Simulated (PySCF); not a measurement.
Hf(Cl)3(OH)(OH2) (Cl3H3HfO2), SMILES [OH][Hf](<-[OH2])([Cl])([Cl])[Cl], multiplicity 1.

The structure is a stationary point at PBE0-D3(BJ)/def2-SVP. The spin state was assumed, not searched. The def2 effective core potentials stand for the cores of Hf; spin–orbit coupling is left out. Other conformers were not sampled.

Vertical ionisation energy (IE) and electron affinity (EA) in eV. Rows of orbital energies are one-electron estimates. Where ΔSCF, EOM or ADC give a negative EA the extra electron is unbound and the value depends on the basis.

```json
[
 {"level": "−ε(HOMO), −ε(LUMO), ωB97X/def2-TZVP (PySCF)", "IE": "(withheld)", "EA": "(withheld)"},
 {"level": "−ε(HOMO), −ε(LUMO), PBE/def2-TZVP (PySCF)", "IE": "7.27", "EA": "2.23"}
]
```

Task: What belongs in the gaps? (An estimate is asked for; the answer gives what the named calculation found.)

Result: 
- −ε(HOMO), −ε(LUMO), ωB97X/def2-TZVP (PySCF), IE: 11.04
- −ε(HOMO), −ε(LUMO), ωB97X/def2-TZVP (PySCF), EA: -0.71
